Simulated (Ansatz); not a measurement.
CH7AsBNSi, relaxed with RKS PBE0-D4/def2-TZVP in Ansatz from a PBE-D4/def2-SVP geometry. The force threshold is 0.005 eV/Å; the program also tests the step.

The species carries charge 0 and has multiplicity 1. The bonds changed during the relaxation, so this is another structure than the one it started from.

Start:

```xyz
12

B    -0.808    0.623    0.758
C    -0.933    0.572   -0.802
N    -0.120   -0.076   -1.605
As    1.502   -1.014   -0.975
Si    1.067   -0.012    1.196
H    -1.205    1.675    1.250
H    -1.785    1.057   -1.328
H    -1.574   -0.295    1.114
H    -0.321   -0.116   -2.613
H     0.694   -2.275   -0.591
H     2.191    0.979    1.402
H     1.292   -1.120    2.195
```

(1) By how much does the energy fall, and how many steps does the optimiser take? (Estimate.)

(2) Which bonds change most? (Best estimate.)

(3) Give the relaxed structure. (Best estimate.)

Answers

(1) Computed: 5.25 kJ/mol, in 13 steps, 2 of them rejected.

(2) The calculation gave: N3–As4 from 1.977 to 1.943 Å; As4–Si5 from 2.430 to 2.402 Å; B1–H8 from 1.246 to 1.225 Å; As4–H10 from 1.546 to 1.526 Å.

(3) The calculation gave: 
```xyz
12

B    -0.806    0.618    0.760
C    -0.931    0.552   -0.793
N    -0.123   -0.084   -1.582
As    1.488   -0.978   -0.968
Si    1.054   -0.021    1.192
H    -1.155    1.685    1.206
H    -1.774    1.020   -1.313
H    -1.592   -0.248    1.123
H    -0.328   -0.118   -2.573
H     0.733   -2.259   -0.625
H     2.157    0.962    1.408
H     1.277   -1.128    2.165
```
